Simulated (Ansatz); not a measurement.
# Worked example: SiH(CH3)2(GeH3) → SiH(CH3)2 + GeH3

Species: SiH(CH3)2(GeH3), singlet; SiH(CH3)2, doublet; GeH3 `[GeH3]`, doublet. 

Shapes, held fixed at every level: PBE0-D4/def2-TZVP. Programs: Ansatz 0.2.0. Electronic energies: no zero-point or thermal term.

At CCSD(T)/def2-TZVPP; 1 Eh = 2625.50 kJ/mol:

| species | energy (Eh) |
| --- | --- |
| SiH(CH3)2(GeH3) | -2446.757335 |
| SiH(CH3)2 | -369.291031 |
| GeH3 | -2077.343756 |

Problem. Work out ΔE of the reaction at this level.

Solution. 
1. Products less reactants: (-369.291031) + (-2077.343756) − [(-2446.757335)] = 0.122548 Eh = +321.7 kJ/mol.

Other levels give +227.3 (HF/def2-TZVPP) to +315.7 kJ/mol (PBE0-D4/def2-TZVPP). No measured value is set beside it here. Open shells run unrestricted unless RO is named. Relativity is left out for Ge unless named. Correlated rows may include outer-core shells of Ge, which these sets cover unevenly.
